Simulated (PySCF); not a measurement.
Computed structure and properties of DyCl2

System: DyCl2 (singlet in the valence; each metal's 4f electrons, 10 of them, lie in its core potential, out of spins and levels); start: template (C2v). Method: PySCF 2.14.0, RKS PBE0, Dy lcecp-0-SVP with ECP56, Cl def2-SVP; non-relativistic Hamiltonian with scalar-relativistic core potentials where named; density fitting; no spin-orbit coupling.

Input of the relaxation:

```python
mol = gto.M(atom='''
Dy     0.00000     0.00000    -0.33712
Cl     2.51900    -0.00000     0.79018
Cl    -2.51900     0.00000     0.79018''',
    basis={'Dy': 'lcecp-0-SVP', 'Cl': 'def2-SVP'},
    ecp={'Dy': 'lcecp-0-SVP'},
    charge=0, spin=0)
mf = dft.RKS(mol, xc='PBE0')
mf.grids.atom_grid = (50, 194)  # f atoms: unpruned, at least (60, 302)
mf = mf.density_fit()  # fitting sets: Dy AutoAux, Cl def2-universal-JKFIT
mf.conv_tol = 1e-08; mf.max_cycle = 55
mf.kernel(dm0)  # dm0: converged density of the start geometry
# quasi-Newton relaxation in Cartesian coordinates to a largest gradient under 0.00045 Eh/bohr, steps kept in the point group
```

Run from Python with OMP_NUM_THREADS=2; the lines above give its settings. Where DIIS fails, smearing, a level shift and second-order steps follow.
It took 10 s on 2 threads of Arm Neoverse V1 (shared host), from the converged density of the start.

Course of the relaxation:

```json
{"step": "0", "energy above end (eV)": "0.2722", "largest force component within the symmetry (eV/Å)": "1.215"}
{"step": "1", "energy above end (eV)": "0.0835", "largest force component within the symmetry (eV/Å)": "0.707"}
{"step": "2", "energy above end (eV)": "0.0101", "largest force component within the symmetry (eV/Å)": "0.242"}
{"step": "3", "energy above end (eV)": "0.0038", "largest force component within the symmetry (eV/Å)": "0.062"}
{"step": "4", "energy above end (eV)": "0.0029", "largest force component within the symmetry (eV/Å)": "0.045"}
{"step": "5", "energy above end (eV)": "0.0001", "largest force component within the symmetry (eV/Å)": "0.018"}
{"step": "6", "energy above end (eV)": "0.0000", "largest force component within the symmetry (eV/Å)": "0.006"}
```

Relaxed geometry (C2v):

```xyz
3

Dy    0.0000    0.0000   -0.1056
Cl    2.4707    0.0000    0.6744
Cl   -2.4707    0.0000    0.6744
```

| contact | Å |
| --- | --- |
| Dy1–Cl2 (Cl) | 2.591 |
| Dy1–Cl3 (Cl) | 2.591 |

On the finer grid (75, 302):

```json
{
 "HOMO": "not given (4f levels lie in the core)",
 "LUMO": "not given (4f levels lie in the core)",
 "Dipole about the centre of mass": "4.74 D",
 "Set of Mulliken populations of Dy1 outside the core potential": "s 2.21, p 6.21, d 0.73, f 0.02",
 "D3(BJ) dispersion energy (not in the energies)": "-0.062 eV"
}
```

```csv
atom,Mulliken (e),Löwdin (e),spin (e)
Dy1,0.83,0.42,0.00
Cl2,-0.42,-0.21,0.00
Cl3,-0.42,-0.21,0.00
```

The 4f levels lie in the core potential and are missing. Their spin isn't counted.

On the grid (50, 194), as all that follows. Harmonic modes: a minimum within the noise of the softest modes; lowest 40 cm⁻¹ (negative: unstable), highest 305 cm⁻¹, zero-point energy 0.039 eV.

Taking off one Cl (charge -1, singlet; the rest: singlet) in vacuum, both parts rigid, costs 8.17 eV; the small basis without counterpoise inflates it. Most of it is the attraction of opposite charges; other ways to part are cheaper, and one spin state was tried for the rest.

Rigid scan of Cl along the line from its metal:

| distance to Cl2 (Å) | energy (eV) |
| --- | --- |
| 2.29 | 0.615 |
| 2.39 | 0.239 |
| 2.49 | 0.052 |
| 2.59 | 0.000 |
| 2.69 | 0.042 |
| 2.79 | 0.148 |
| 2.99 | 0.474 |
| 3.29 | 1.077 |
| 3.69 | 1.876 |
| 4.19 | 2.726 |

One start shape was tried, so this needn't be the lowest isomer.

An lcecp potential fixes the number of 4f electrons, so in runs with it no electron can move into or out of that shell; real Dy(II) is rare or takes another configuration.
